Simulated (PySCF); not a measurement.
H₈N₃Si₃, charge +1, multiplicity 1. Atoms are numbered in the order given.

```xyz
14

N      0.0234     0.8969    -1.4287
Si    -0.0747     1.7344     0.0000
N      0.0234     0.8969     1.4287
Si     0.1264    -0.9124     1.5503
N     -0.4273    -1.4513     0.0000
Si     0.1264    -0.9124    -1.5503
H      0.0554     1.4331    -2.2978
H     -0.2034     3.1995     0.0000
H      0.0554     1.4331     2.2978
H     -0.7867    -1.3549     2.6251
H      1.5490    -1.2268     1.8136
H     -1.2610    -2.0360     0.0000
H     -0.7867    -1.3549    -2.6251
H      1.5490    -1.2268    -1.8136
```
Charge +1, spin multiplicity 1.

Coordinates come from a ωB97X-D3(BJ)/def2-SVP optimisation. The multiplicity is an assumed one; other spin states were not compared. The isomer is the one that the SMILES or the coordinates give; other isomers of the formula were not compared.

The numbers are results of PBE/pcSseg-1 run with PySCF, not measurements.

GIAO shieldings, no solvent; atoms listed in one row are averaged. δ = σ(ref) − σ: ¹⁵N against NH3 (σ = 267.0 ppm); ²⁹Si against TMS (σ = 335.4 ppm); ¹H against TMS (σ = 31.49 ppm), references at their B3LYP-D3(BJ)/def2-TZVP geometries, non-relativistic.

Computed chemical shifts:
```
nucleus     atoms  count  δ (ppm)
-------  --------  -----  -------
¹⁵N        N1, N3      2    107.7
¹⁵N            N5      1     38.8
²⁹Si          Si2      1     75.2
²⁹Si     Si4, Si6      2    -21.3
¹H             H8      1     6.91
¹H       H14, H11      2     6.10
¹H       H10, H13      2     5.81
¹H         H7, H9      2     4.22
¹H            H12      1     2.88
```
